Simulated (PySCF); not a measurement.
## Identify the compound

Molecular formula: C8H12FN. Simulated spectra:

¹H NMR (500 MHz, computed): δ 6.03 (m, 1H), 5.45 (m, 1H), 5.40 (m, 1H), 3.84 (m, 1H), 3.66 (m, 1H), 3.17 (m, 1H), 2.41 (s, 3H), 1.78 (s, 3H).

¹³C{¹H} NMR (computed): δ 163.9 (C), 150.5 (CH), 123.5 (CH2), 116.7 (C), 77.7 (CH), 65.5 (CH2), 41.8 (CH3), 11.5 (CH3).

[PySCF: geometry from GFN2-xTB; shielding tensors at PBE0/pcSseg-1 (GIAO); single conformer; one averaged value for each set of equivalent atoms; non-relativistic Hamiltonian; in vacuum]

Shifts are taken against calculated references (same method and geometry level): ¹H (σ = 31.72 ppm), ¹³C (σ = 186.93 ppm) vs TMS.

Choose the structure that fits.
A. C=C[C@H]1C(F)=C(C)CN1C
B. CC(C)[C@@H]1C[C@H](C#N)[C@H]1F
C. [H]/N=C\[C@@]12CC[C@@H](C[C@H]1F)C2

## Answers

A. 

- The formula gives 3 degrees of unsaturation (1 ring in the answer).
- 8 carbon signals for 8 carbons: no two carbons are equivalent.
- Carbon types of the structure: 2 × C, 2 × CH, 2 × CH2, 2 × CH3, which accounts for all hydrogens.
- δC 163.9, 116.7: fully substituted alkene carbon; an sp2 carbon of a C=C bond.
- δC 150.5: alkene CH; an sp2 carbon of a C=C bond.
- δC 123.5: terminal =CH2 carbon; the olefinic region.
- δC 77.7: allylic sp3 CH bonded to N; the inductive effect lowers its shielding.
- δC 65.5: allylic sp3 CH2 bonded to N; pulled downfield by the heteroatom.

The others: [H]/N=C\[C@@]12CC[C@@H](C[C@H]1F)C2 would give 11 signals for carbon-bound and other non-exchanging H, not 8; CC(C)[C@@H]1C[C@H](C#N)[C@H]1F has carbons computed at 125.3, 98.0, 51.9, 38.5, 26.4, 25.2, 21.4, 21.3, with a different DEPT pattern.

Splittings by ¹⁹F in the carbon and heteronuclear signals aren't shown, as no couplings were computed. Shifts are as computed. Against solution values, carbons near 30 ppm lie about +3 ppm off and those near 130 ppm about +5 ppm. Of 1211 compounds with measured shifts, 218 miss one by over three times the rms of a fit or turn the order of signals round; such compounds aren't used in these exercises. No couplings were computed; multiplicities are counted from neighbouring protons, with m where these are inequivalent, close in shift, in a saturated or five-membered ring or joined by F or P, and br s for small geminal =CH2 splittings.
